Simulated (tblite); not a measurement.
C6H4N (doublet state).
InChI=1S/C6H4N/c1-2-3-4-5-6-7/h3,7H,1H2

Computed with GFN2-xTB (tblite): harmonic, unscaled wavenumbers at the GFN2-xTB geometry, gas phase. The method is semi-empirical: single wavenumbers can be off by several per cent or more. Open shells enter through the occupations alone, without spin polarisation, and single modes of such species can be off by tens of per cent.

Harmonic wavenumbers (cm⁻¹): 68.2, 126.9, 167.5, 209.9, 251.0, 264.2, 300.1, 315.6, 495.1, 508.0, 557.2, 761.8, 783.9, 862.2, 955.8, 993.8, 1075.4, 1192.6, 1359.4, 1435.4, 1959.5, 2013.1, 2180.4, 2983.6, 3015.7, 3026.0, 3338.2.

A = 16152, B = 922.8, C = 880.6 MHz; mass 90.034 u (most abundant isotopes); point group C1, symmetry number 1; spin multiplicity 2.

Q: Zero-point energy?

A: ½Σν̃ = 15600 cm⁻¹ = 44.60 kcal/mol.

Q: Give the ideal-gas entropy at 298.15 K and 1 bar in the rigid-rotor, harmonic-oscillator model (classical rotation).

A: Translation 39.43, rotation 27.60, vibration 20.63, spin (R ln 2) 1.38: S = 89.0 cal/(mol K).

Q: And Cp and H(298.15 K) − H(0)?

A: Cp = 29.50 cal/(mol K), of which vibrations give 21.56 (their classical limit is 27 R = 53.7); H(298.15 K) − H(0) = 5.77 kcal/mol without the zero-point energy, 3.40 from vibrations.

Q: What must be added to the electronic energy to get the Gibbs energy at 298.15 K and 1 bar?

A: ZPE + [H(298.15 K) − H(0)] − T·S = 44.60 + 5.77 − 26.55 = 23.82 kcal/mol.

Q: Blend soft modes into free rotors: weight 1/[1 + (100 cm⁻¹/ν̃)⁴] for the oscillator and the rest for a rotor with moment μB/(μ + B), μ = h/(8π²ν), B = 10⁻⁴⁴ kg m². What vibrational entropy results?

A: 19.74 cal/(mol K) in place of 20.63, which changes −T·S at 298.15 K by +0.27 kcal/mol.

Q: How do the functions run with temperature in this model?

A: 
| T (K) | S (cal/(mol K)) | Cp (cal/(mol K)) | H − H(0) (kcal/mol) | G − H(0) (kcal/mol) | ln q(vib) |
| --- | --- | --- | --- | --- | --- |
| 50 | 55.5 | 10.9 | 0.45 | -2.33 | 0.19 |
| 100 | 64.7 | 16.1 | 1.12 | -5.35 | 0.87 |
| 373.15 | 96.1 | 33.1 | 8.12 | -27.72 | 6.06 |
| 500 | 106.4 | 37.9 | 12.64 | -40.58 | 8.35 |
| 750 | 123.2 | 44.6 | 23.01 | -69.37 | 12.43 |
| 1000 | 136.7 | 49.1 | 34.76 | -101.90 | 16.01 |

q(vib) and H(0) count from the zero-point level.

Hindered rotation and anharmonicity are outside this model. The structure is chiral; the term R ln 2 for an equal mix with its mirror image is left out.

Time: 0.23 s of wall time. Hardware: Arm Neoverse V1, one thread, shared host with 32 logical CPUs at a one-minute load of 26. This covers the Hessian and the dipole derivatives.
